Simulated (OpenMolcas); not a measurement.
Ta3+ in a ligand field

Ta3+ with 6 ligands (fluoride) in trigonal antiprismatic coordination (D3d) at 2.03 Å, a polar angle of 59.7° against the regular 54.74°. A charge of +0.5 e stands 2.6 Å behind each ligand. Ligand basis ANO-RCC-VDZP.

```
Program             : OpenMolcas 26.06
Method              : CASSCF
Basis               : ANO-RCC-VDZP [7s6p4d2f1g]
Scalar Hamiltonian  : DKH2, point nucleus
Active space        : 2 electrons in 5 orbitals (5d)
State averaging     : 2S+1 = 3 even, 10 roots; 2S+1 = 1 even, 15 roots
Spin-orbit coupling : state interaction with AMFI integrals over the reference wave functions
```

The lowest spin-free states (labels of D3, the rotations of D3d), above the lowest:

```
State  Degeneracy  E (cm-1)
   3E           2       0.0
  3A2           1      2225
   1E           2      7517
  1A1           1      9014
   1E           2     12521
  1A1           1     23114
   3E           2     29336
  3A1           1     31933
   3E           2     37776
   1E           2     38279
  3A2           1     40461
  1A1           1     41721
   1E           2     43711
  1A2           1     44141
  3A2           1     62738
   1E           2     72092
  1A1           1     82483
```

The lowest levels with spin-orbit coupling:

| E (cm-1) | Degeneracy | Label | 2S+1 | g |
| --- | --- | --- | --- | --- |
| 0.0 | 2 | E | 3 | 0.00 0.00 1.96 |
| 271.8 | 2 | E | 3 | 0.00 0.00 0.72 |
| 442.5 | 1 | A1 | 3 |  |
| 2392 | 1 | A2 | 3 |  |
| 4176 | 2 | E | 3 | 0.00 0.00 2.12 |
| 4863 | 1 | A1 | 3 |  |
| 9170 | 2 | E | 1 | 0.00 0.00 1.05 |
| 10606 | 1 | A1 | 1 |  |
| 13974 | 2 | E | 1 | 0.00 0.00 1.95 |
| 24544 | 1 | A1 | 1 |  |
| 30627 | 1 | A2 | 3 |  |
| 30759 | 2 | E | 3 | 0.00 0.00 0.60 |
| 30911 | 2 | E | 3 | 0.00 0.00 3.33 |
| 30979 | 1 | A1 | 3 |  |
| 33804 | 2 | E | 3 | 0.00 0.00 3.75 |
| 33805 | 1 | A2 | 3 |  |
| 38380 | 1 | A1 | 3 |  |
| 38464 | 1 | A2 | 3 |  |
| 38840 | 2 | E | 1 (58 %) | 0.00 0.00 1.03 |
| 39547 | 2 | E | 3 | 0.00 0.00 1.25 |

Powder χT (cm3 K/mol): 0.122 at 2 K, 0.129 at 10 K, 0.161 at 50 K, 0.198 at 100 K, 0.243 at 200 K, 0.271 at 300 K. The effective moment at 300 K is 2.828 √(χT) = 1.47 μB.

The lowest level has 2S+1 = 3, for which the spin-only value is χT = S(S+1) / 2 = 1.000 cm3 K/mol (g = 2). The computed 0.271 at 300 K differs by -0.729, through orbital momentum, spin-orbit coupling and any other state in reach.

Metal share of the active 5d orbitals (Löwdin): 79, 79, 86, 90, 90 %; Mulliken charge of the metal 2.13.

An orbital doublet at a regular site is open to a Jahn-Teller distortion, which this geometry leaves out. Without dynamic correlation the repulsion within the d shell is too large (B by tens of per cent), so at a given field states of lower spin stand too high. The least metal-like active orbital is 79 % on the metal (Löwdin) and no ligand orbital is active, so the numbers are rough. With metal d orbitals alone the field can be off either way by tens of per cent. Ligand-to-metal charge-transfer states are missing. With no ligand orbital active B as a rule stays too high, so bands that hang on it stand too high and its fall with covalency is understated. No measured value stands beside these numbers; the geometry is a model, was not optimised and need not be the one that this ion takes.

The RASSCF and RASSI steps took 32 s on 1 thread of Arm Neoverse V1, on a shared host; the integral step is not counted.

With an even number of electrons the g values are those of a degenerate or nearly degenerate non-Kramers pair.
